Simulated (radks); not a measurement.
The numbers below are computed, except where a source is named.
Initial-state core-level shifts of the zinc ion Zn+ when its valence configuration changes from [Ar] 3d10 4s1. Level of theory: Dirac Kohn-Sham, BLYP, spin-unpolarised, spherical densities, finite nucleus; open shells fill j = l - 1/2 first; Fermi nuclear charge, rms radius 3.9283 fm (a radial shooting solver on a logarithmic mesh with Libxc functionals). Shifts are changes of the shell-averaged eigenvalues in eV (positive: less bound); the change of the density at the nucleus, which sets a Mossbauer isomer shift, is in e/bohr^3, on a base of 2.509e+04.

valence                1s       2s       3s       3p  density at nucleus
3d9 4s2            -7.549   -8.400   -7.372   -7.193             +17.647
3d9.5 4s1.5        -3.599   -3.998   -3.551   -3.466              +8.197
3d9 4s1 4p1        -9.283  -10.057   -9.090   -8.908              +5.042
3d9.5 4s1 4p0.5    -4.494   -4.847   -4.439   -4.354              +2.355
3d10 4p1           -1.770   -1.668   -1.763   -1.764             -11.437
3d9 4p2           -10.900  -11.603  -10.699  -10.512              -8.726
3d8 4s1 4p2       -19.664  -21.472  -18.902  -18.500             +11.340
3d10 4s0.5 4p0.5   -0.902   -0.850   -0.898   -0.899              -5.569
3d8.5 4s2 4p0.5   -12.697  -14.020  -12.289  -12.005             +21.923
